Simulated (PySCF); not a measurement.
A GIAO shielding run with PySCF 2.14.0 with density-fitted response routines (density fitting, non-relativistic, gas phase) on `CC[C@@H]1C[C@H](C2CC2)[SiH2]1`, C8H16Si:

```
$ OMP_NUM_THREADS=1 python probes_run.py task.json out

{"job": {"kind": "nmr", "xc": "PBE0", "basis": "pcSseg-1"}, "charge": 0, "multiplicity": 1}
C      3.215859    -0.515477     0.510289
C      2.408371    -0.201561    -0.742008
C      1.146807     0.597555    -0.466466
C      0.046642    -0.065822     0.408606
C     -1.234505     0.613113    -0.148227
C     -2.518130    -0.159078    -0.081678
C     -3.839833     0.549295    -0.095740
C     -3.367267    -0.125036     1.159456
Si    -0.232466     0.888557    -1.743476
H      3.528769     0.408276     1.023548
H      2.627829    -1.108239     1.228884
H      4.124831    -1.089969     0.273689
H      3.040160     0.350885    -1.458767
H      2.136068    -1.144218    -1.249725
H      1.408905     1.575117    -0.019888
H      0.183730     0.029751     1.499574
H      0.008276    -1.147516     0.184221
H     -1.361783     1.594190     0.344646
H     -2.491423    -1.120790    -0.607954
H     -4.667703     0.098324    -0.649058
H     -3.827592     1.642990    -0.125635
H     -3.868345    -1.042834     1.478750
H     -3.028848     0.509750     1.983804
H     -0.365716    -0.255873    -2.702186
H     -0.326410     2.171870    -2.511156
```

Hardware: 1 thread of an Arm Neoverse V2, shared host. The job also computes population analyses, field gradients, ring-centre shieldings.

Q: How large is the calculation?

A: 78 electrons, 240 basis functions and 1261 auxiliary functions.

Q: How long does it take, and how much memory does it need?

A: 59 s of wall time, with 12 SCF cycles and 4 response iterations; peak memory 1.2 GiB. Times on a shared host scatter by some tens of per cent.

Q: And these other runs on the same molecule and hardware: GIAO shielding at KT2/pcSseg-1?

A: KT2/pcSseg-1: 240 functions, 64 s.
